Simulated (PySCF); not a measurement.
C8H11NSi: full NMR table

| Property | Result |
| --- | --- |
| Formula | C8H11NSi |
| SMILES | c1cc(C2C[SiH2]C2)ccn1 |
| InChI | InChI=1S/C8H11NSi/c1-3-9-4-2-7(1)8-5-10-6-8/h1-4,8H,5-6,10H2 |
| Point group of the computed structure | Cs |
| Degrees of unsaturation | 5 |
| Carbon signals | 5 |
| Proton signals | 7 |

Atom-mapped SMILES (the numbers label the heavy atoms): `[cH:1]1[cH:2][c:3]([CH:4]2[CH2:5][SiH2:6][CH2:7]2)[cH:8][cH:9][n:10]1`. Each H is labelled by its parent atom. Ha(C5), Ha(Si6), Ha(C7) are cis to C3 on the ring; Hb(C5), Hb(Si6), Hb(C7) are trans to C3 on the ring.

In vacuum, no relativistic terms, one computed conformer, one averaged value for each set of equivalent atoms. GIAO PBE0/pcSseg-1 shieldings; geometry: GFN2-xTB; PySCF 2.14.0 with density-fitted response routines.

Referencing at the same level of theory: TMS for ¹H (σ = 31.72 ppm) and ¹³C (σ = 186.93 ppm) and ²⁹Si (σ = 349.16 ppm); ¹⁵N (σ = 267.73 ppm) vs NH3.

| carbon | δC, type | δH (multiplicity) | HMBC from (2–3 bonds) | span of the C tensor (ppm) |
| --- | --- | --- | --- | --- |
| C1/C9 | 156.1, CH | 8.93 (d) | H(C1)/H(C9), H(C2)/H(C8) | 224 |
| C2/C8 | 126.0, CH | 7.39 (d) | H(C1)/H(C9), H(C2)/H(C8), H(C4) | 212 |
| C3 | 168.1, C | – | H(C1)/H(C9), H(C2)/H(C8), H(C4), Hb(C5)/Hb(C7), Ha(C5)/Ha(C7) | 245 |
| C4 | 42.1, CH | 3.49 (m) | H(C2)/H(C8), Ha(Si6), Hb(Si6), Hb(C5)/Hb(C7), Ha(C5)/Ha(C7) | 13 |
| C5/C7 | 20.6, CH2 | Hb(C5) 2.22 (m); Ha(C5) 1.48 (m) | Ha(Si6), Hb(Si6), H(C4), Hb(C5)/Hb(C7), Ha(C5)/Ha(C7) | 62 |

Other nuclei:
```json
{"atoms": "Ha(Si6)", "nucleus": "¹H", "environment": "hydrogen on a silicon bonded to 2 C, in a 4-membered ring", "δ (ppm)": "5.09", "σ (ppm)": "26.62"}
{"atoms": "Hb(Si6)", "nucleus": "¹H", "environment": "hydrogen on a silicon bonded to 2 C, in a 4-membered ring", "δ (ppm)": "4.93", "σ (ppm)": "26.78"}
{"atoms": "Si6", "nucleus": "²⁹Si", "environment": "silicon bonded to 2 C, 2 H, in a 4-membered ring", "δ (ppm)": "-37.6", "σ (ppm)": "386.8"}
{"atoms": "N10", "nucleus": "¹⁵N", "environment": "pyridine-type ring nitrogen", "δ (ppm)": "353.9", "σ (ppm)": "-86.2"}
```

- Carbon types of the structure: 1 × C, 5 × CH, 2 × CH2, leaving 2 H on heteroatoms.
- δC 168.1: substituted aromatic carbon.
- δC 156.1: aromatic CH next to a ring nitrogen; the adjacent pyridine-type nitrogen withdraws density from it.
- δC 126.0: aromatic CH; the aromatic region.
- δH 8.93: hydrogen on an aromatic CH next to a ring nitrogen; ring current plus the neighbouring ring nitrogen.
- δH 7.39: hydrogen on an aromatic CH; it sits in the deshielding region of the aromatic ring current.

Shifts are as computed. Against solution values, carbons near 30 ppm lie about +3 ppm off and those near 130 ppm about +5 ppm. Of 1211 compounds with measured shifts, 218 miss one by over three times the rms of a fit or turn the order of signals round; such compounds aren't used in these exercises. Experimental scales use liquid or dissolved standards, which lie at an offset from isolated NH3 (liquid NH3: subtract about 20 ppm). Unscaled 15N shifts of sp2 nitrogen come out 20 to 40 ppm too high even then. Multiplicities follow the n + 1 count of equivalent neighbours, as no J values were calculated; m marks all less simple cases, F and P coupling included.
